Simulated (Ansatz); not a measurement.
`CC[SiH]1[AlH][SiH2]1`, charge 0, multiplicity 1.

Problem. Give a relaxed structure at PBE0-D4/def2-TZVP (Ansatz 0.2.0). (Estimate.)

Solution. Computed: 
Z-matrix (Å, degrees):
```
C
C 1 1.525
H 1 1.093 2 111.3
H 1 1.093 2 111.3 3 -120.2
H 1 1.093 2 111.4 3 119.8
Si 2 1.886 1 113.3 3 -60.0
H 2 1.095 1 110.8 3 179.1
H 2 1.094 1 110.9 3 61.1
Si 6 2.327 2 132.3 1 169.5
Al 6 2.397 2 145.2 1 69.2
H 6 1.508 2 110.9 1 -60.6
H 9 1.491 6 128.6 2 84.6
H 9 1.499 6 107.4 2 -49.0
H 10 1.588 6 152.7 2 -58.8
```
This is one stationary point; other conformers may exist.
